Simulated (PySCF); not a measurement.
BBr₃: double against triple zeta

Base calculation in PySCF with density fitting and no spin–orbit coupling, B3LYP/def2-SVP (no relativity): singlet, D3h, B–Br 1.912 Å (×3); wavenumbers 152 (×2), 280, 382, 818 (×2) cm⁻¹; gap between the highest occupied and lowest empty levels 5.78 eV, polar-tensor charge of B 1.20 e, atomisation energy (no zero-point energy) 1141 kJ/mol.

Question: What changes on going to B3LYP/def2-TZVP (no relativity)?

Answer: The point group stays the same. Changes: mean bond to B -0.003 Å, highest wavenumber -18 cm⁻¹, lowest wavenumber -1 cm⁻¹, gap between the highest occupied and lowest empty levels -0.02 eV, polar-tensor charge of B -0.02 e, atomisation energy (no zero-point energy) -27 kJ/mol. The new structure has B–Br 1.909 Å (×3), with wavenumbers 151 (×2), 277, 386, 800 (×2) cm⁻¹. The geometry is nearly converged in the smaller basis.

Each species is the lowest minimum found with this bonding; other isomers or fragments can lie lower.
